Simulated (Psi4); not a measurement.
diisopropyl selenide (C6H14Se), singlet, geometry from GFN2-xTB; B3LYP5/STO-3G (Psi4 1.11).

Psi4 was given this input:
```
memory 2 GB

molecule {
0 1
C     1.86446653    1.29407804    0.80317924
C     1.50690558   -0.17259937    0.65139770
C     2.68489215   -0.99790827    0.16360737
Se   -0.00341687   -0.41315183   -0.64432887
C    -1.48670476    0.35052891    0.47190419
C    -1.91146264    1.70546761   -0.06583612
C    -2.64416304   -0.63203627    0.51247011
H     2.19116429    1.70310963   -0.15088233
H     2.67491464    1.40507664    1.52279648
H     1.01422512    1.87378939    1.15742322
H     1.13115908   -0.57491929    1.59824306
H     2.40312917   -2.04381665    0.05518323
H     3.50766455   -0.92945013    0.87370971
H     3.02915302   -0.63217163   -0.80266792
H    -1.04753119    0.45505650    1.46887565
H    -1.06670254    2.38915777   -0.11779913
H    -2.32805585    1.59998211   -1.06575793
H    -2.67131268    2.14223315    0.58145157
H    -2.31920383   -1.59481014    0.90161164
H    -3.04810621   -0.78347580   -0.48724072
H    -3.43792651   -0.24778338    1.15189977
}

set {
  basis sto-3g
}

energy('b3lyp5')
print_variables()
```

The log (banner, timings and long lists left out):

```
   => Loading Basis Set <=

    Name: STO-3G
    Role: ORBITAL
    Keyword: BASIS

         ---------------------------------------------------------
                                   SCF
               by Justin Turney, Rob Parrish, Andy Simmonett
                          and Daniel G. A. Smith
                              RKS Reference
         ---------------------------------------------------------

  ==> Geometry <==

    Molecular point group: c1
    Full point group: C1

    Geometry (in Angstrom), charge = 0, multiplicity = 1:

       Center              X                  Y                   Z               Mass
    ------------   -----------------  -----------------  -----------------  -----------------
         C            1.864906416310     1.352189687740     0.889386671302    12.000000000000
         C            1.507345466310    -0.114487722260     0.737605131302    12.000000000000
         C            2.685332036310    -0.939796622260     0.249814801302    12.000000000000
         SE          -0.002976983690    -0.355040182260    -0.558121438698    79.916521800000
         C           -1.486264873690     0.408640557740     0.558111621302    12.000000000000
         C           -1.911022753690     1.763579257740     0.020371311302    12.000000000000
         C           -2.643723153690    -0.573924622260     0.598677541302    12.000000000000
         H            2.191604176310     1.761221277740    -0.064674898698     1.007825032230
         H            2.675354526310     1.463188287740     1.609003911302     1.007825032230
         H            1.014665006310     1.931901037740     1.243630651302     1.007825032230
         H            1.131598966310    -0.516807642260     1.684450491302     1.007825032230
         H            2.403569056310    -1.985705002260     0.141390661302     1.007825032230
         H            3.508104436310    -0.871338482260     0.959917141302     1.007825032230
         H            3.029592906310    -0.574059982260    -0.716460488698     1.007825032230
         H           -1.047091303690     0.513168147740     1.555083081302     1.007825032230
         H           -1.066262653690     2.447269417740    -0.031591698698     1.007825032230
         H           -2.327615963690     1.658093757740    -0.979550498698     1.007825032230
         H           -2.670872793690     2.200344797740     0.667659001302     1.007825032230
         H           -2.318763943690    -1.536698492260     0.987819071302     1.007825032230
         H           -3.047666323690    -0.725364152260    -0.401033288698     1.007825032230
         H           -3.437486623690    -0.189671732260     1.238107201302     1.007825032230

  Running in c1 symmetry.

  Rotational constants: A =      0.09552  B =      0.03753  C =      0.03212 [cm^-1]
  Rotational constants: A =   2863.63203  B =   1125.03286  C =    962.92437 [MHz]
  Nuclear repulsion =  564.263689814444092

  Charge       = 0
  Multiplicity = 1
  Electrons    = 84
  Nalpha       = 42
  Nbeta        = 42

  ==> Algorithm <==

  SCF Algorithm Type is DF.
  DIIS enabled.
  MOM disabled.
  Fractional occupation disabled.
  Guess Type is SAD.
  Energy threshold   = 1.00e-06
  Density threshold  = 1.00e-06
  Integral threshold = 1.00e-12

  ==> Primary Basis <==

  Basis Set: STO-3G
    Blend: STO-3G
    Number of shells: 40
    Number of basis functions: 62
    Number of Cartesian functions: 63
    Spherical Harmonics?: true
    Max angular momentum: 2

  ==> DFT Potential <==

   => LibXC <=

    Version 7.1.2
    S. Lehtola, C. Steigemann, M. J. T. Oliveira, and M. A. L. Marques,  SoftwareX 7, 1–5 (2018) (10.1016/j.softx.2017.11.002)

   => Composite Functional: B3LYP5 <=

    B3LYP5 Hyb-GGA Exchange-Correlation Functional

    P. J. Stephens, F. J. Devlin, C. F. Chabalowski, and M. J. Frisch,  J. Phys. Chem. 98, 11623 (1994) (10.1021/j100096a001)

    Deriv               =              1
    GGA                 =           TRUE
[...]
    Keyword: DF_BASIS_SCF

  ==> Integral Setup <==

  SCF_SUBTYPE=INCORE selected. In-core MEM_DF algorithm will be used.
  Using in-core AOs.

  ==> MemDFJK: Density-Fitted J/K Matrices <==

    J tasked:                   Yes
    K tasked:                   Yes
    wK tasked:                   No
    Algorithm:                 Core
    Schwarz Cutoff:           1E-12
    Mask sparsity (%):       4.0062
    Fitting Condition:        1E-10

   => Auxiliary Basis Set <=

  Basis Set: (STO-3G AUX)
    Blend: DEF2-UNIVERSAL-JKFIT
    Number of shells: 294
    Number of basis functions: 968
    Number of Cartesian functions: 1185
    Spherical Harmonics?: true
    Max angular momentum: 5

  Minimum eigenvalue in the overlap matrix is 2.0546803828E-01.
  Reciprocal condition number of the overlap matrix is 8.0524334209E-02.
    Using symmetric orthogonalization.

  ==> Pre-Iterations <==

  SCF Guess: Superposition of Atomic Densities via on-the-fly atomic UHF (no occupation information).

   -------------------------
    Irrep   Nso     Nmo
   -------------------------
     A         62      62
   -------------------------
    Total      62      62
   -------------------------

  ==> Iterations <==

                           Total Energy        Delta E     RMS |[F,P]|

   @DF-RKS iter SAD: -2603.41609770995183   -2.60342e+03   0.00000e+00
   @DF-RKS iter   1: -2608.60769121035992   -5.19159e+00   7.60620e-03 ADIIS/DIIS
   @DF-RKS iter   2: -2608.57468663677264    3.30046e-02   9.07847e-03 ADIIS/DIIS
   @DF-RKS iter   3: -2608.81704531621153   -2.42359e-01   6.14190e-04 ADIIS/DIIS
   @DF-RKS iter   4: -2608.81802000980315   -9.74694e-04   1.90851e-04 ADIIS/DIIS
   @DF-RKS iter   5: -2608.81811973723779   -9.97274e-05   4.26603e-05 DIIS
   @DF-RKS iter   6: -2608.81812438024190   -4.64300e-06   4.65932e-06 DIIS
   @DF-RKS iter   7: -2608.81812444040270   -6.01608e-08   1.44737e-06 DIIS
   @DF-RKS iter   8: -2608.81812444507113   -4.66844e-09   5.28882e-07 DIIS
  Energy and wave function converged.

  ==> Post-Iterations <==

   Electrons on quadrature grid:
      Ntotal   =   83.9999872339 ; deviation = -1.277e-05

    Orbital Energies [Eh]
    ---------------------

    Doubly Occupied:

[...]
    Virtual:

[...]
    Final Occupation by Irrep:
              A
    DOCC [    42 ]
    NA   [    42 ]
    NB   [    42 ]

  @DF-RKS Final Energy: -2608.81812444507113

   => Energetics <=

    Nuclear Repulsion Energy =            564.2636898144440920
    One-Electron Energy =               -4763.7562231710198830
    Two-Electron Energy =                1691.5086624469388425
    DFT Exchange-Correlation Energy =    -100.8342535354336746
    Empirical Dispersion Energy =           0.0000000000000000
    VV10 Nonlocal Energy =                  0.0000000000000000
    Total Energy =                      -2608.8181244450711347

Computation Completed

Properties will be evaluated at   0.000000,   0.000000,   0.000000 [a0]

Properties computed using the SCF density matrix

 Multipole Moments:

 ------------------------------------------------------------------------------------
     Multipole            Electronic (a.u.)      Nuclear  (a.u.)        Total (a.u.)
 ------------------------------------------------------------------------------------

 L = 1.  Multiply by 2.5417464519 to convert [e a0] to [Debye]
 Dipole X            :         -0.0399317            0.0698270            0.0298953
 Dipole Y            :         -9.0037657            9.2244680            0.2207023
 Dipole Z            :        -13.1396772           13.6843079            0.5446307
 Magnitude           :                                                    0.5884096

 ------------------------------------------------------------------------------------

  Variable Map:
  ----------------------------------------------------------------------------
[...]
  Array Variable Map:
  ----------------------------------------------------------------------------
[...]
[...]
```
